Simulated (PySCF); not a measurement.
## Partial charges of `C[Si@H]1C[Si@H](NC2CC2)C1`

C₆H₁₅NSi₂.
SMILES with atom numbers: `[CH3:1][Si@H:2]1[CH2:3][Si@H:4]([NH:5][CH:6]2[CH2:7][CH2:8]2)[CH2:9]1` (hydrogens: H10, H11, H12 on C1; H13 on Si2; H14, H15 on C3; H16 on Si4; H17 on N5; H18 on C6; H19, H20 on C7; H21, H22 on C8; H23, H24 on C9)

Geometry (GFN2-xTB, Å), atoms numbered from 1 in this order:
```
atom  x, y, z in Å
C1    -4.1425    0.1705   -0.5855
Si2   -2.4377   -0.6527   -0.5029
C3    -1.0391    0.3883   -1.3076
Si4   -0.1861    0.6468    0.3966
N5     1.3559   -0.0445    0.7139
C6     2.5735    0.4722    0.1962
C7     3.8826   -0.1337    0.5945
C8     3.3808   -0.2895   -0.8165
C9    -1.5549   -0.4339    1.1822
H10   -4.0918    1.2025   -0.2525
H11   -4.5358    0.1663   -1.5970
H12   -4.8558   -0.3476    0.0471
H13   -2.5180   -2.0450   -0.9746
H14   -0.4411   -0.1554   -2.0349
H15   -1.3754    1.2955   -1.8028
H16   -0.1024    2.0484    0.8198
H17    1.4090   -1.0375    0.8819
H18    2.5236    1.5471    0.0858
H19    4.7254    0.5157    0.7744
H20    3.8619   -1.0043    1.2329
H21    3.8781    0.2542   -1.6045
H22    3.0241   -1.2636   -1.1158
H23   -2.1415    0.0771    1.9393
H24   -1.2044   -1.3573    1.6340
```

Density: PBE0/pcSseg-1 (PySCF); schemes: Mulliken, IAO, Hirshfeld and ESP-fitted. One conformer (not necessarily the lowest) at the GFN2-xTB geometry, without solvent, vibrations or thermal averaging.

**Question.** Atoms with like bonding are taken together and averaged. For which atoms does the sign change between the 4 schemes (beyond +0.03 e in one, beyond −0.03 e in another)?

**Answer.** C6. Atomic charges aren't observables, and each scheme defines them in its own way.

**Question.** Do the Mulliken, IAO, Hirshfeld and ESP-fitted schemes agree on where the charge is lowest?

**Answer.** The schemes don't all agree: Mulliken C3/C9 (-0.850); IAO C3/C9 (-0.865); Hirshfeld C3/C9 (-0.270); ESP-fitted N5 (-0.983).

**Question.** Do the Mulliken, IAO, Hirshfeld and ESP-fitted schemes agree on where the charge is highest?

**Answer.** The schemes don't all agree: Mulliken Si4 (+0.914); IAO Si4 (+1.030); Hirshfeld Si4 (+0.390); ESP-fitted Si2 (+0.961).

**Question.** What partial charge does each atom carry?

**Answer.** In e; atoms taken as equivalent share a row and are averaged (×n: the atom named and its like, n in all):

```
       atom                   environment  Mulliken     IAO  Hirshfeld  ESP-fitted
         C1              Si-methyl carbon    -0.615  -0.719     -0.213      -0.810
        Si2                   SiH silicon    +0.801  +0.917     +0.370      +0.961
      C3/C9   sp3 carbon bound to silicon    -0.850  -0.865     -0.270      -0.893
        Si4                   SiH silicon    +0.914  +1.030     +0.390      +0.943
         N5        silicon-bound nitrogen    -0.593  -0.650     -0.235      -0.983
         C6  sp3 carbon bound to nitrogen    -0.063  -0.014     +0.006      +0.266
      C7/C8    three-membered-ring carbon    -0.203  -0.315     -0.101      -0.337
H10/H11/H12               methyl hydrogen    +0.137  +0.156     +0.042      +0.190
        H13                 Si–H hydrogen    -0.083  -0.134     -0.086      -0.202
    H14/H24            methylene hydrogen    +0.157  +0.157     +0.031      +0.183
    H15/H23            methylene hydrogen    +0.157  +0.157     +0.031      +0.196
        H16                 Si–H hydrogen    -0.097  -0.146     -0.085      -0.159
        H17                  N–H hydrogen    +0.183  +0.252     +0.115      +0.472
        H18              methine hydrogen    +0.122  +0.144     +0.049      +0.101
    H19/H21            methylene hydrogen    +0.128  +0.149     +0.046      +0.132
    H20/H22            methylene hydrogen    +0.121  +0.145     +0.044      +0.140
```

Mean size of the charges over all atoms: ESP-fitted 0.384 e, IAO 0.335 e, Mulliken 0.296 e, Hirshfeld 0.113 e. Each set sums to the total charge, 0, to within 0.001 e. The Mulliken scheme gives each basis function's population to the atom it is centred on and halves the overlap population of two atoms between them.

Some averages cover members that differ in this geometry: C7/C8, ESP-fitted -0.367 to -0.307; C3/C9, ESP-fitted -0.911 to -0.875 e.

**Question.** Sum the charges by element, for elements with more than one atom.

**Answer.** 
| element | atoms | Mulliken | IAO | Hirshfeld | ESP-fitted |
| --- | --- | --- | --- | --- | --- |
| C | 6 | -2.783 | -3.094 | -0.948 | -3.004 |
| Si | 2 | +1.715 | +1.947 | +0.760 | +1.904 |
| H | 15 | +1.661 | +1.797 | +0.423 | +2.083 |

**Question.** How many electrons does the IAO scheme count on C3?

**Answer.** Its own charge is -0.876 e, so Z − q = 6.876.
